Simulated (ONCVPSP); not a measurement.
# Pseudopotential generation for vanadium (V): ONCV, PBE, scalar-relativistic.

```
Element                 : V
Generator               : ONCVPSP 4.0.1
Type                    : optimised norm-conserving Vanderbilt (ONCV)
Functional              : PBE
Relativity              : scalar-relativistic
Frozen core             : [Ar]
Valence charge          : 5
Reference configuration : 3d3 4s2
Partial waves           : 4s: rc 2.90 bohr, ncon 3, nbas 6, qcut 2.9 1/bohr, 3 projectors, debl 1.7 Ha; p scattering state at 0.02 Ha: rc 2.30 bohr, ncon 4, nbas 9, qcut 3 1/bohr, 3 projectors, debl 3.7 Ha; 3d: rc 1.75 bohr, ncon 4, nbas 8, qcut 8.4 1/bohr, local
Local potential         : the d channel
Core correction         : none
```

All-electron outer shells of the reference configuration (PBE, scalar-relativistic, ld1.x):

```
shell  level (eV)  outermost node (bohr)  outermost maximum (bohr)
   3p      -44.04                   0.35                      0.84
   3d       -5.16                      –                      0.90
   4s       -4.70                   1.17                      2.76
```

Results:

```json
{
 "Cutoffs needed": "29 Ha and 32 Ha (the cutoffs (Ha) at which the residual kinetic energy of the hardest occupied pseudo-wave falls to 1 and 0.1 mHa per electron) The cutoffs count occupied waves only; projector 3 of the p channel, the hardest unoccupied one, needs 85 Ha at the loose tolerance.",
 "Ghost test": "no bound ghost flagged; GHOST(+) flagged for s at 2.29 eV, p at 180.9 eV",
 "Configuration tests": "2 of 4 tests not solved or not reliable"
}
```

Generation and tests took about 3.2 s on one core of a shared server CPU.
